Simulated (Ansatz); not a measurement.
A nudged elastic band was laid between two geometries of CH3Cl2FGe (8 atoms, charge 0, multiplicity 1).

These are results of RKS PBE/def2-SVP (Ansatz), not measurements.

```json
{
 "movable images": "5",
 "climbing image": "yes",
 "spring": "5.0 eV/Å²",
 "optimiser": "quadratic models (default)",
 "start path": "through a guess of the saddle point",
 "force threshold": "0.5 eV/Å",
 "iteration limit": "60",
 "end points": "relaxed"
}
```

Initial state:

```xyz
8
Properties=species:S:1:pos:R:3
Ge 0.461 0.436 0.522
F -0.450 0.928 1.934
C -0.679 -0.591 -0.675
H -1.684 -0.663 -0.218
Cl 1.198 2.260 -0.373
Cl 2.144 -0.697 1.265
H -0.741 -0.072 -1.649
H -0.248 -1.601 -0.806
```

Final state:

```xyz
8
Properties=species:S:1:pos:R:3
Ge 0.454 0.449 0.519
F -0.524 1.244 1.734
C -0.676 -0.589 -0.668
H -1.245 -1.325 -0.068
Cl 1.527 2.014 -0.513
Cl 1.877 -0.772 1.591
H -1.373 0.095 -1.190
H -0.041 -1.115 -1.405
```

(1) What changes between the two ends?

(2) What energy profile does the band end with?

Answers

(1) No bond is made or broken.

(2) The run converged. The highest image is number 0 of 0 to 6, 0.000 eV above the first end and 0.015 eV above the last; the last end lies 0.015 eV below the first. The highest image is an end point: on this band no image between the ends rises above it.

```
image  path coordinate (Å)  energy (eV)
    0                 0.00        0.000
    1                 0.27       -0.001
    2                 0.54       -0.003
    3                 0.81       -0.005
    4                 1.08       -0.009
    5                 1.34       -0.013
    6                 1.60       -0.015
```

The run took 69 s on 2 threads of Intel(R) Xeon(R) Platinum 8488C (Sapphire Rapids) (shared host), peak memory 0.18 GiB.
